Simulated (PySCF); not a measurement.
C₃H₅BF₂, SMILES C=C(F)B(C)F.

Coordinates come from a PBE0-D3(BJ)/def2-SVP optimisation. This is a generated structure with no PubChem entry under its InChIKey; it may be hypothetical. Other conformers were not sampled.

Two levels are set side by side: TDDFT-PBE/def2-SVPD (PySCF) and TDDFT-ωB97X/def2-SVPD (PySCF). Vertical, same geometry. The lowest singlet is HOMO−1→LUMO 100 % with PBE and HOMO−1→LUMO 96 % with the other functional; states are paired by order. Differences are taken from unrounded values.

| quantity | TDDFT-PBE |
|---|---|
| lowest singlet excitation (eV) | 5.13 |
| lowest triplet excitation (TDA) (eV) | 3.51 |
| first bright state (f over 0.05) (eV) | 5.39 |
| its oscillator strength | 0.21 |

Q: These are the TDDFT-PBE values. What does TDDFT-ωB97X give? (The exact figures need the calculation; the answer reports its results.)

A: 
| quantity | TDDFT-ωB97X | TDDFT-PBE minus TDDFT-ωB97X |
|---|---|---|
| lowest singlet excitation (eV) | 6.12 | -0.99 |
| lowest triplet excitation (TDA) (eV) | 3.73 | -0.22 |
| first bright state (f over 0.05) (eV) | 6.17 | -0.78 |
| its oscillator strength | 0.32 | -0.10 |

A lower first singlet is the usual sign of a functional without exact exchange. Differences between two approximate levels are no errors against the true value.

Rough cost on one machine, each run with all the roots and properties that it gave: TDDFT-ωB97X against TDDFT-PBE about 8 times.
